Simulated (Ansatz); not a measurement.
A run for Ansatz (a quantum-chemistry and plane-wave program): R-B3LYP-D3(BJ)/def2-TZVP on CH2Cl2 (SMILES ClCCl).

Ansatz 0.2 input:
```yaml
crystal:
  periodic: [false, false, false]
  atoms:
    - {symbol: C, position_ang: [-0.00290000, -0.15730000, 0.00280000]}
    - {symbol: Cl, position_ang: [1.47690000, 0.81670000, 0.01160000]}
    - {symbol: Cl, position_ang: [-1.44590000, 0.86950000, -0.04130000]}
    - {symbol: H, position_ang: [-0.03010000, -0.74830000, 0.91650000]}
    - {symbol: H, position_ang: [0.00200000, -0.78070000, -0.88960000]}
basis:
  gaussian:
    orbitals: def2-TZVP
hamiltonian:
  xc: b3lyp
  dispersion: d3bj
relax: {f_tol: 0.004, max_steps: 120}
scf: {lower_state_search: off}
```

Program output:

```
WARN ansatz: RAYON_NUM_THREADS=4 ignored (pool sized by the plan → 4); use --threads N
Functional definition: B3LYP
these checks for a lower state are left out or cut short: stability, starts, cluster_reference, orbital_swaps, neighbouring_geometries, increment
integrals: 0.04 GiB planned
794 factors; their error is unknown
mean field: 0.39 GiB planned
mean field evaluation 1: about -26114.9090 eV, gradient 2.9e1 eV
mean field evaluation 2: about -26112.9991 eV, gradient 3.9e1 eV
mean field evaluation 4: about -26116.8032 eV, gradient 7.3e-1 eV
mean field evaluation 8: about -26116.8565 eV, gradient 2.5e-1 eV
mean field evaluation 16: about -26116.8566 eV, gradient 7.6e-5 eV
mean field -26116.85658440 eV, -959.7767768355 hartree, gradient 6.7e-6 eV, S^2 0.000000; 0 other end points of the search recorded, 0 dependent functions left out
the calculation of the forces begins
reference -26116.85680526 eV, -959.7767849520 hartree; 21, 21 occupied and 96, 96 virtual orbitals, 794 factors
relax step   1: F+E_penalty+E_count = -26117.03652857 eV  Δ(F+E_penalty+E_count) = +0.000e0 eV  max|allowed force component| = 2.783e-1 eV/Å  Δτ_max = 0.0000 Å  (15 SCF iters, accepted)
these checks for a lower state are left out or cut short: stability, starts, cluster_reference, orbital_swaps, neighbouring_geometries, increment
integrals: 0.04 GiB planned
794 factors; their error is unknown
mean field: 0.39 GiB planned
mean field -26116.86357947 eV, -959.7770338995 hartree, gradient 1.8e-6 eV, S^2 0.000000; 0 other end points of the search recorded, 0 dependent functions left out
the calculation of the forces begins
reference -26116.86380068 eV, -959.7770420288 hartree; 21, 21 occupied and 96, 96 virtual orbitals, 794 factors
relax step   2: F+E_penalty+E_count = -26117.04271297 eV  Δ(F+E_penalty+E_count) = -6.184e-3 eV  max|allowed force component| = 2.094e-1 eV/Å  Δτ_max = 0.0265 Å  (19 SCF iters, accepted)
these checks for a lower state are left out or cut short: stability, starts, cluster_reference, orbital_swaps, neighbouring_geometries, increment
integrals: 0.04 GiB planned
794 factors; their error is unknown
mean field: 0.39 GiB planned
mean field evaluation 32: about -26116.8641 eV, gradient 1.7e-6 eV
mean field -26116.86408356 eV, -959.7770524244 hartree, gradient 1.7e-6 eV, S^2 0.000000; 0 other end points of the search recorded, 0 dependent functions left out
the calculation of the forces begins
reference -26116.86430473 eV, -959.7770605523 hartree; 21, 21 occupied and 96, 96 virtual orbitals, 794 factors
relax step   3: F+E_penalty+E_count = -26117.04324370 eV  Δ(F+E_penalty+E_count) = -5.307e-4 eV  max|allowed force component| = 8.119e-2 eV/Å  Δτ_max = 0.0033 Å  (20 SCF iters, accepted)
these checks for a lower state are left out or cut short: stability, starts, cluster_reference, orbital_swaps, neighbouring_geometries, increment
integrals: 0.04 GiB planned
794 factors; their error is unknown
mean field: 0.39 GiB planned
mean field -26116.86423512 eV, -959.7770579944 hartree, gradient 1.7e-6 eV, S^2 0.000000; 0 other end points of the search recorded, 0 dependent functions left out
the calculation of the forces begins
reference -26116.86445630 eV, -959.7770661224 hartree; 21, 21 occupied and 96, 96 virtual orbitals, 794 factors
relax step   4: F+E_penalty+E_count = -26117.04335827 eV  Δ(F+E_penalty+E_count) = -1.146e-4 eV  max|allowed force component| = 4.624e-3 eV/Å  Δτ_max = 0.0018 Å  (20 SCF iters, accepted)
these checks for a lower state are left out or cut short: stability, starts, cluster_reference, orbital_swaps, neighbouring_geometries, increment
integrals: 0.04 GiB planned
794 factors; their error is unknown
mean field: 0.39 GiB planned
mean field -26116.86424666 eV, -959.7770584183 hartree, gradient 1.7e-6 eV, S^2 0.000000; 0 other end points of the search recorded, 0 dependent functions left out
the calculation of the forces begins
reference -26116.86446783 eV, -959.7770665464 hartree; 21, 21 occupied and 96, 96 virtual orbitals, 794 factors
relax step   5: F+E_penalty+E_count = -26117.04336162 eV  Δ(F+E_penalty+E_count) = -3.349e-6 eV  max|allowed force component| = 6.949e-4 eV/Å  Δτ_max = 0.0005 Å  (20 SCF iters, accepted)
Total energy: -26117.04358279 eV, -959.7836488996 hartree
Atom 0 at    -0.002771    -0.150773     0.002655 Å, force    -0.000010    -0.000622     0.000004 eV/Å
Atom 1 at     1.498959     0.805623     0.012194 Å, force    -0.000366    -0.000371     0.000001 eV/Å
Atom 2 at    -1.468354     0.859225    -0.041510 Å, force     0.000350    -0.000382     0.000014 eV/Å
Atom 3 at    -0.029865    -0.740995     0.910562 Å, force     0.000019     0.000680    -0.000332 eV/Å
Atom 4 at     0.002031    -0.773180    -0.883900 Å, force     0.000007     0.000695     0.000314 eV/Å
Dipole moment:    -0.006397    -0.347973     0.006127 e Å
Checks for a lower state left out: stability, starts, cluster_reference, orbital_swaps, neighbouring_geometries, increment
```

The run converged.

Cost: roughly 12 core-seconds.
